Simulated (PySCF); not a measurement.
CNO, SMILES C(=O)=[N] (connectivity only; charge and spin as stated), charge -1, multiplicity 1. Heavy atoms are numbered as in [N:1]=[C:2]=[O:3].

Geometry optimised at B3LYP-D3(BJ)/def2-TZVPD. The spin state was assumed, not searched. The isomer is the one that the SMILES or the coordinates give; other isomers of the formula were not compared.

Computed with PBE/def2-TZVPD run with PySCF.

Mulliken values depend strongly on the basis, most of all with diffuse functions as here. ESP charges are fitted to the potential on shells at 1.4 to 2.0 van der Waals radii. Atomic charges (e), one atom of each kind:

| atom | ESP fit | Mulliken |
|---|---|---|
| N1 | ? | -0.44 |
| C2 | ? | 0.05 |
| O3 | ? | -0.61 |

**Question.** Complete the blanks. (An estimate is asked for; the answer gives what the named calculation found.)

**Answer.** 
- N1, ESP fit: -0.94
- C2, ESP fit: 0.63
- O3, ESP fit: -0.69
